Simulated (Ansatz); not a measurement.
# Relative stability

The two ends of one reaction step of BNH5O2F, singlet (PBE0-D4/def2-TZVP).

A:

B1  (-0.377, 0.262, -0.545)
N2  (0.955, -0.227, -0.237)
O3  (-0.931, -0.100, -1.734)
O4  (-1.084, 1.020, 0.341)
H5  (0.645, -0.882, 1.309)
F6  (0.379, -0.889, 2.228)
H7  (1.605, 0.438, 0.158)
H8  (1.401, -0.767, -0.964)
H9  (-1.853, 0.160, -1.793)
H10  (-0.740, 0.985, 1.238)
(Å)

B:

B1  (-0.514, -0.096, 0.077)
N2  (1.172, -0.254, -0.041)
O3  (-0.916, -0.397, -1.246)
O4  (-0.776, 1.233, 0.505)
H5  (1.616, -0.229, 0.871)
F6  (-0.815, -1.063, 1.038)
H7  (1.530, 0.505, -0.610)
H8  (1.392, -1.135, -0.495)
H9  (-1.622, 0.191, -1.517)
H10  (-1.067, 1.244, 1.418)
(Å)

Computed with Ansatz 0.2.0 (basis: def2-TZVPP); correlated methods freeze the cores. B3LYP uses VWN-RPA correlation.

Question: Which structure is lower at CCSD(T), and by how much? (An estimate is asked for; the value comes from the calculation.)

Answer: The calculation gives: B, by 12.21 kcal/mol (electronic energy, against the other). By their contacts, A is a complex of BNH₄O₂ ([NH2][B]([OH])[OH]) + HF and B is BNH₅O₂F ([NH3][B]([OH])([OH])[F]).

All methods give the same order:

```
      method  E(B) − E(A) (kcal/mol)
       SPW92                  -10.62
      PBE-D4                   -8.36
     BLYP-D4                   -7.14
   r2SCAN-D4                  -11.15
      B97M-V                  -11.74
     PBE0-D4                  -10.38
    B3LYP-D4                   -8.94
  r2SCAN0-D4                  -12.14
    BHLYP-D4                  -11.31
CAM-B3LYP-D4                  -10.42
     wB97X-V                  -11.80
     wB97M-V                  -11.43
      B2PLYP                  -10.10
    PBE-QIDH                  -12.13
  RPA on PBE                  -12.58
          HF                  -11.96
         MP2                  -11.62
        CCSD                  -12.43
     CCSD(T)                  -12.21
```

The T1 diagnostic stays at or below 0.012.

Labels in which every atom is bracketed show which atoms are joined, not bond orders.

For scale, one of the runs: CCSD(T)/def2-TZVPP, 225 basis functions, launched by `ansatz run in.yaml --threads 4 --pin off --events-out ev --progress --plain --max-ram 9574MiB`. The run took 120 s on 4 CPU threads of an Arm Neoverse V1 (shared host), with 4.1 GiB of host memory at its peak.
